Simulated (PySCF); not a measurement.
**Working out the ionisation energy of Re²⁺**

Re²⁺ [Xe] 4f14 5d5 (6S) → Re³⁺ [Xe] 4f14 5d4 (5D). Calculation: PySCF 2.14, in aug-cc-pwCVDZ-PP with ECP60MDF (6s6p5d3f, 70 functions); a scalar-relativistic core potential. Frozen: nothing. Energies in hartree (1 hartree = 27.21139 eV):

| part | Re²⁺ (lower) | Re³⁺ (upper) |
| --- | --- | --- |
| UHF | -77.039793 | -76.037876 |
| CCSD correlation | -0.281410 | -0.258325 |
| (T) | -0.004621 | -0.003786 |

Question: What does Hartree-Fock give?

Answer: (-76.037876) − (-77.039793) = 1.001917 hartree = 27.264 eV.

Question: What do CCSD and CCSD(T) give?

Answer: The CCSD correlation energies differ by 0.023085 hartree = 0.628 eV and the triples by 0.000835 hartree = 0.023 eV, so CCSD gives 27.892 eV and CCSD(T) 27.915 eV.

Reference: 27 ± 1.6 eV (theoretical estimate listed by NIST; NIST Atomic Spectra Database, ionization energies), between the lowest levels; spin-orbit coupling is absent from the calculation.

A double-zeta basis recovers only part of the correlation energy.

What remains against the reference includes basis incompleteness and higher excitations.
